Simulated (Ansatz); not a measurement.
C₂H₈Al₂ (`C[CH2][AlH][AlH2]`). The species carries charge 0 and has multiplicity 1.

```xyz
12

C    -0.884   -0.314    1.414
C    -0.150    0.959    1.001
Al    0.767    0.928   -0.741
Al    0.743   -1.175   -2.266
H    -1.666   -0.579    0.695
H    -1.367   -0.220    2.391
H    -0.205   -1.170    1.474
H    -0.840    1.814    0.988
H     0.602    1.231    1.756
H     1.533    2.264   -1.177
H     1.859   -2.315   -2.171
H    -0.391   -1.424   -3.363
```

Q: List the harmonic frequencies (cm⁻¹, unscaled) at PBE0-D4/def2-TZVP in Ansatz. (An estimate is asked.)

A: The calculation gave: 55, 65, 94, 202, 249, 280, 329, 405, 506, 552, 572, 654, 785, 914, 960, 1042, 1211, 1248, 1405, 1428, 1489, 1501, 1858, 1876, 1879, 3012, 3029, 3046, 3091, 3097.

Q: Is this a minimum?

A: Yes, all 30 modes are real.

Q: Give the ideal-gas thermochemistry at 298.15 K and 1 bar (rigid rotor, harmonic oscillator; point group Cs, symmetry number 1).

A: Zero-point energy 220.3 kJ/mol; H(298) − E = 244.8 kJ/mol; entropy 373.6 J/(mol·K), of which translation 164.4, rotation 113.6, vibration 95.6; G(298) − E = 133.4 kJ/mol. Modes under 100 cm⁻¹ are hindered rotations or soft bends, so the harmonic entropy is rough.
